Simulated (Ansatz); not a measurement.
The cluster Ga4O8H4. Charge 0, multiplicity 1. Geometry PBE-D4/def2-SVP.

| atom | x (Å) | y (Å) | z (Å) |
| --- | --- | --- | --- |
| Ga1 | -0.052 | 0.163 | -0.215 |
| Ga2 | 1.928 | -1.606 | -1.901 |
| Ga3 | 1.278 | -2.257 | 1.153 |
| Ga4 | -1.857 | 2.518 | -0.106 |
| O5 | 1.540 | -3.319 | 2.568 |
| O6 | -1.908 | 0.666 | -0.615 |
| O7 | -0.038 | 2.057 | 0.305 |
| O8 | -2.653 | 3.982 | -0.826 |
| O9 | 0.164 | -0.833 | 1.278 |
| O10 | -3.027 | 3.622 | 0.734 |
| O11 | 2.133 | -2.588 | -0.395 |
| O12 | 0.778 | -0.211 | -1.772 |
| H13 | -2.339 | 0.399 | -1.448 |
| H14 | 0.998 | -3.012 | 3.319 |
| H15 | 2.685 | -1.941 | -3.215 |
| H16 | 0.369 | 2.360 | 1.137 |

The 6-31G sets use Cartesian d functions. B3LYP takes the VWN-RPA correlation. The restricted singlet is unstable towards broken spin symmetry in Hartree–Fock (as tested in another run); at HF/STO-3G, PBE-D4/def2-SVP, B3LYP-D4/6-31G, PBE0-D4/def2-SVP and others this wasn't settled. The structure comes from a short search, and lower isomers may exist.

**Question.** Estimate the orbital energies around the gap (eV) in Ansatz with HF/STO-3G, PBE-D4/def2-SVP, B3LYP-D4/6-31G, PBE0-D4/def2-SVP, PBE0-D4/def2-TZVP.

**Answer.** 
| orbital | HF/STO-3G | PBE-D4/def2-SVP | B3LYP-D4/6-31G | PBE0-D4/def2-SVP | PBE0-D4/def2-TZVP |
| --- | --- | --- | --- | --- | --- |
| HOMO−13 | -8.06 | -9.14 | -10.70 | -10.94 | -11.00 |
| HOMO−12 | -8.03 | -9.11 | -10.60 | -10.84 | -10.94 |
| HOMO−11 | -7.94 | -8.89 | -10.04 | -10.14 | -10.28 |
| HOMO−10 | -7.75 | -8.61 | -9.97 | -10.10 | -10.15 |
| HOMO−9 | -7.74 | -8.40 | -9.94 | -10.06 | -10.14 |
| HOMO−8 | -7.69 | -8.14 | -9.48 | -9.80 | -9.90 |
| HOMO−7 | -7.69 | -7.69 | -9.22 | -9.41 | -9.55 |
| HOMO−6 | -7.49 | -7.52 | -9.15 | -9.34 | -9.45 |
| HOMO−5 | -7.35 | -7.42 | -8.92 | -9.11 | -9.21 |
| HOMO−4 | -7.24 | -7.34 | -8.77 | -9.03 | -9.09 |
| HOMO−3 | -7.20 | -7.27 | -8.66 | -8.91 | -9.05 |
| HOMO−2 | -6.77 | -7.19 | -8.63 | -8.91 | -8.97 |
| HOMO−1 | -6.58 | -5.89 | -7.28 | -7.44 | -7.60 |
| HOMO | -6.52 | -4.52 | -6.20 | -6.36 | -6.58 |
| LUMO | 5.73 | -2.87 | -2.79 | -2.03 | -2.17 |
| LUMO+1 | 6.61 | -2.04 | -1.84 | -1.11 | -1.27 |
| LUMO+2 | 6.85 | -1.95 | -1.44 | -0.96 | -1.04 |
| LUMO+3 | 7.78 | -1.72 | -1.33 | -0.52 | -0.71 |
| LUMO+4 | 8.43 | -1.00 | -0.73 | -0.06 | -0.24 |
| LUMO+5 | 9.34 | -0.84 | -0.68 | -0.02 | -0.19 |
